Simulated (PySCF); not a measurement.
ZnI2, SMILES [Zn]([I])[I].

The structure is a stationary point at B3LYP-D3(BJ)/def2-SVP. The isomer is the one that the SMILES or the coordinates give; other isomers of the formula were not compared. The def2 effective core potentials stand for the cores of I; spin–orbit coupling is left out.

The numbers are results of r2SCAN/def2-TZVPD run with PySCF, not measurements.

The molecule is in vacuum.

Task: Estimate the frontier levels, gap, dipole moment and polarisability. (The exact figures need the calculation; the answer reports its results.)

Result: 
The highest occupied level is -7.02 eV, the lowest empty level is -2.63 eV and the orbital gap is 4.39 eV. The dipole moment is 0.00 D. The quadrupole, principal values (traceless, Buckingham form, about the centre of nuclear charge) comes out as -2.69, 1.34, 1.34 D·Å and the mean static polarisability comes out as 101.4 bohr³ (15.03 Å³). The polarisability, principal values comes out as 76.9, 76.9, 150.4 bohr³.
